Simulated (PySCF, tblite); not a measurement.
A database entry of computed molecular properties. Lists by class give the value and the number of equivalent atoms.

```json
{
 "formula": "C5H8F3NSi",
 "smiles": "C=N[SiH2]CC(=C)C(F)(F)F",
 "charge": 0,
 "multiplicity": 1,
 "geometry_level": "GFN2-xTB",
 "atoms_angstrom": [
  ["C", 2.483, 0.518, 0.794],
  ["N", 1.711, -0.456, 0.906],
  ["Si", 0.953, -1.56, -0.169],
  ["C", -0.911, -1.178, 0.116],
  ["C", -1.19, 0.275, 0.05],
  ["C", -1.487, 1.055, 1.08],
  ["C", -1.014, 0.905, -1.303],
  ["F", 0.261, 1.314, -1.503],
  ["F", -1.29, 0.075, -2.322],
  ["F", -1.777, 1.993, -1.489],
  ["H", 2.777, 1.064, 1.688],
  ["H", 2.9, 0.877, -0.148],
  ["H", 1.245, -1.512, -1.604],
  ["H", 1.256, -2.866, 0.407],
  ["H", -1.213, -1.551, 1.091],
  ["H", -1.482, -1.707, -0.645],
  ["H", -1.586, 0.646, 2.069],
  ["H", -1.644, 2.114, 0.97]
 ],
 "electronic_structure_code": "PySCF",
 "results": {
  "GFN2-xTB geometry": {
   "point_group": "C1",
   "rotational_constants_GHz": [1.683, 0.819, 0.787]
  },
  "PBE0/pcSseg-1 ground state and GIAO shieldings, non-relativistic": {
   "dipole_D": 1.47,
   "homo_eV": -7.05,
   "lumo_eV": -0.89,
   "shift_vs_computed_TMS_C_by_class_ppm": [
    [175.6, 1],
    [144.6, 1],
    [133.3, 1],
    [125.0, 1],
    [21.3, 1]
   ],
   "shift_vs_computed_TMS_H_by_class_ppm": [
    [8.74, 1],
    [8.63, 1],
    [5.89, 1],
    [5.49, 1],
    [5.13, 2],
    [2.17, 2]
   ],
   "shielding_other_nuclei_by_class_ppm": [
    ["N", -146.9, 1],
    ["F", 250.4, 3],
    ["Si", 390.4, 1]
   ],
   "charges_hirshfeld_e_by_atom": [0.03, -0.23, 0.36, -0.16, -0.03, -0.09, 0.26, -0.09, -0.08, -0.09, 0.05, 0.04, -0.09, -0.08, 0.05, 0.04, 0.06, 0.05]
  },
  "GFN2-xTB harmonic vibrations, gas phase": {
   "strongest_ir_bands_cm-1_km_per_mol_modes": [
    [704.0, 161.8, 1],
    [831.9, 202.5, 1],
    [1018.6, 272.0, 1],
    [1066.5, 264.2, 1],
    [2243.9, 327.1, 1],
    [2303.1, 242.8, 1]
   ],
   "zpe_kcal_per_mol": 74.7
  }
 }
}
```

The rotational constants make it an asymmetric top with κ = (2B − A − C)/(A − C) = -0.93, nearer the prolate limit (−1). The dipole matches unit charges of opposite sign 0.31 Å apart (1 e·Å = 4.8032 D).

 NMR classes are plain means over equivalent atoms (diastereotopic ones count apart unless rotation or inversion swaps them), as if these changed places fast; in this geometry the members of some classes differ.

Shape of the structure used: `[CH2:1]=[N:2][SiH2:3][CH2:4][C:5](=[CH2:6])[C:7]([F:8])([F:9])[F:10]`: C1–N2–Si3–C4 -117°, N2–Si3–C4–C5 49°, Si3–C4–C5–C6 -108°, C4–C5–C7–F8 -88°.

One conformer stands for the species.
